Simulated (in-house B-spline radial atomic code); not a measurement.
# Two electrons outside the 1s2 core: Cu25+

Computed with an all-electron radial atomic-structure program (B-spline basis): configuration interaction (CI) of the two valence electrons in the field of the frozen Dirac-Fock core, alone and with many-body perturbation theory for the core (screened one- and two-electron correlation potentials), Breit and QED terms; no-pair Dirac Hamiltonian, finite nucleus. Labels give the configuration (outer n counted up each series) and the leading LS term, or the jj pair where no LS term holds 70 %.

Excitation energies (eV):

```json
{"level": "2s2 1S0", "purity of the LS term": "0.999", "CI alone": "0", "CI + MBPT + Breit + QED": "0"}
{"level": "2s2p 3P°0", "purity of the LS term": "1.0", "CI alone": "48.87", "CI + MBPT + Breit + QED": "48.862"}
{"level": "2s2p 3P°1", "purity of the LS term": "0.956", "CI alone": "54.736", "CI + MBPT + Breit + QED": "54.404"}
{"level": "2s2p 3P°2", "purity of the LS term": "1.0", "CI alone": "74.455", "CI + MBPT + Breit + QED": "73.503"}
{"level": "2s2p 1P°1", "purity of the LS term": "0.955", "CI alone": "112.51", "CI + MBPT + Breit + QED": "111.58"}
{"level": "2p2 3P0", "purity of the LS term": "0.901", "CI alone": "136.42", "CI + MBPT + Breit + QED": "135.99"}
{"level": "2p2 3P1", "purity of the LS term": "1.0", "CI alone": "152.71", "CI + MBPT + Breit + QED": "151.7"}
{"level": "2p2 (1/2,3/2)2", "purity of the LS term": "0.629 (3P)", "CI alone": "160.24", "CI + MBPT + Breit + QED": "158.74"}
{"level": "2p2 (3/2,3/2)2", "purity of the LS term": "0.628 (1D)", "CI alone": "184.91", "CI + MBPT + Breit + QED": "183.03"}
{"level": "2p2 1S0", "purity of the LS term": "0.9", "CI alone": "?", "CI + MBPT + Breit + QED": "?"}
{"level": "2s3s 3S1", "purity of the LS term": "1.0", "CI alone": "1402.8", "CI + MBPT + Breit + QED": "1401.7"}
{"level": "2s3s 1S0", "purity of the LS term": "0.999", "CI alone": "?", "CI + MBPT + Breit + QED": "?"}
{"level": "2s3p (1/2,1/2)°1", "purity of the LS term": "0.646 (3P)", "CI alone": "1426.3", "CI + MBPT + Breit + QED": "1425.2"}
{"level": "2s3p 3P°0", "purity of the LS term": "1.0", "CI alone": "1426.2", "CI + MBPT + Breit + QED": "1425.2"}
{"level": "2s3p (1/2,3/2)°1", "purity of the LS term": "0.64 (1P)", "CI alone": "1433", "CI + MBPT + Breit + QED": "1431.7"}
{"level": "2s3p 3P°2", "purity of the LS term": "1.0", "CI alone": "1433.6", "CI + MBPT + Breit + QED": "1432.3"}
{"level": "2s3d 3D1", "purity of the LS term": "0.999", "CI alone": "1445.9", "CI + MBPT + Breit + QED": "1444.5"}
{"level": "2s3d 3D2", "purity of the LS term": "0.989", "CI alone": "1446.8", "CI + MBPT + Breit + QED": "1445.4"}
{"level": "2s3d 3D3", "purity of the LS term": "1.0", "CI alone": "1448.4", "CI + MBPT + Breit + QED": "1446.9"}
{"level": "2s3d 1D2", "purity of the LS term": "0.989", "CI alone": "1456.7", "CI + MBPT + Breit + QED": "1455.2"}
```

Problem. Where does 2s3s 1S0 lie?

Solution. 1412.4 eV in CI alone and 1411.4 eV with all corrections.

Problem. Where does 2p2 1S0 lie?

Solution. 213.81 eV in CI alone and 212.68 eV with all corrections.

Problem. What is the first ionisation energy?

Solution. 2480.2 eV to the 2s1/2 state of the next ion (2481.6 eV from CI alone). NIST lists 2479.1 ± 2.2 eV (semi-empirical).

Some electric-dipole lines (reduced elements in atomic units, length form; vacuum wavelengths from the computed energies):

| upper | lower | D bare (size) | D with core polarisation (size) | λ (nm) | A (s⁻¹) |
| --- | --- | --- | --- | --- | --- |
| 2s2p 3P°1 | 2s2 1S0 | 0.0438 | 0.0437 | 22.789 | 1.1e+08 |
| 2s2p 1P°1 | 2s2 1S0 | 0.23 | 0.23 | 11.112 | 2.6e+10 |
| 2p2 3P0 | 2s2p 3P°1 | 0.158 | 0.157 | 15.197 | 1.4e+10 |
| 2p2 3P1 | 2s2p 3P°0 | 0.156 | 0.155 | 12.056 | 9.3e+09 |
| 2p2 3P1 | 2s2p 3P°1 | 0.131 | 0.131 | 12.743 | 5.6e+09 |
| 2p2 (1/2,3/2)2 | 2s2p 3P°1 | 0.18 | 0.179 | 11.883 | 7.8e+09 |
| 2p2 (3/2,3/2)2 | 2s2p 3P°1 | 0.0457 | 0.0456 | 9.6392 | 9.4e+08 |
| 2s3s 3S1 | 2s2p 3P°0 | 0.0273 | 0.0274 | 0.91645 | 6.6e+11 |
| 2s3s 3S1 | 2s2p 3P°1 | 0.0472 | 0.0473 | 0.92021 | 1.9e+12 |
| 2s3p (1/2,1/2)°1 | 2s2 1S0 | 0.0855 | 0.0856 | 0.86995 | 7.5e+12 |

Weak lines are less accurate than strong ones.
